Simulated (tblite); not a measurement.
Species: C₇H₆NO (doublet state).
InChI=1S/C7H6NO/c1-2-8-3-7-5-9-4-6(1)7/h2-3H,4-5H2

Level: GFN2-xTB in tblite, geometry and Hessian alike; calculated harmonic values, unscaled, isolated species. Errors from tens to a few hundred cm⁻¹ against measured bands are possible. Open shells enter through the occupations alone, without spin polarisation, and single modes of such species can be off by tens of per cent.

Harmonic wavenumbers (cm⁻¹): 66.1, 162.3, 209.7, 368.6, 413.9, 468.0, 514.2, 562.0, 636.3, 691.9, 822.7, 824.0, 853.1, 875.3, 951.1, 964.5, 983.9, 1057.5, 1101.7, 1132.7, 1134.6, 1154.0, 1201.6, 1234.8, 1252.4, 1262.7, 1298.6, 1388.1, 1428.5, 1459.4, 1464.4, 1502.0, 1593.5, 2848.5, 2856.8, 2919.9, 2929.6, 3058.3, 3085.1.

A = 4116, B = 1522, C = 1128 MHz; mass 120.045 u (most abundant isotopes); point group C1, symmetry number 1; spin multiplicity 2.

**Question.** What is the zero-point energy?

**Answer.** Half the sum of the wavenumbers: 24366 cm⁻¹ = 69.67 kcal/mol.

**Question.** Entropy at 298.15 K, 1 bar (ideal gas, RRHO, classical rotation)?

**Answer.** Translation 40.29, rotation 28.21, vibration 15.00, spin (R ln 2) 1.38: S = 84.9 cal/(mol K).

**Question.** And Cp and H(298.15 K) − H(0)?

**Answer.** Cp = 28.36 cal/(mol K), of which vibrations give 20.41 (their classical limit is 39 R = 77.5); H(298.15 K) − H(0) = 4.96 kcal/mol without the zero-point energy, 2.59 from vibrations.

**Question.** Blend soft modes into free rotors: weight 1/[1 + (100 cm⁻¹/ν̃)⁴] for the oscillator and the rest for a rotor with moment μB/(μ + B), μ = h/(8π²ν), B = 10⁻⁴⁴ kg m². What vibrational entropy results?

**Answer.** 14.15 cal/(mol K) in place of 15.00, which changes −T·S at 298.15 K by +0.25 kcal/mol.

**Question.** What must be added to the electronic energy to get the Gibbs energy at 298.15 K and 1 bar?

**Answer.** ZPE + [H(298.15 K) − H(0)] − T·S = 69.67 + 4.96 − 25.30 = 49.33 kcal/mol.

**Question.** Which modes carry the vibrational entropy at 298.15 K?

**Answer.** 66.1 cm⁻¹: 4.27; 162.3 cm⁻¹: 2.52; 209.7 cm⁻¹: 2.05; 368.6 cm⁻¹: 1.09; 413.9 cm⁻¹: 0.91; 468.0 cm⁻¹: 0.74 cal/(mol K); the other 33 give 3.42 together.

**Question.** How do the functions run with temperature in this model?

**Answer.** 
| T (K) | S (cal/(mol K)) | Cp (cal/(mol K)) | H − H(0) (kcal/mol) | G − H(0) (kcal/mol) | ln q(vib) |
| --- | --- | --- | --- | --- | --- |
| 50 | 56.8 | 10.0 | 0.44 | -2.40 | 0.17 |
| 100 | 64.6 | 12.8 | 1.01 | -5.45 | 0.65 |
| 373.15 | 92.0 | 35.2 | 7.34 | -26.98 | 4.32 |
| 500 | 103.7 | 45.1 | 12.46 | -39.40 | 6.42 |
| 750 | 124.8 | 58.4 | 25.56 | -68.02 | 10.79 |
| 1000 | 142.8 | 66.4 | 41.25 | -101.52 | 15.09 |

q(vib) and H(0) count from the zero-point level.

Hindered rotation and anharmonicity are outside this model. The structure is chiral; the term R ln 2 for an equal mix with its mirror image is left out.

The run took 0.47 s on an Arm Neoverse V1 with one thread (shared host). This covers the Hessian and the dipole derivatives.
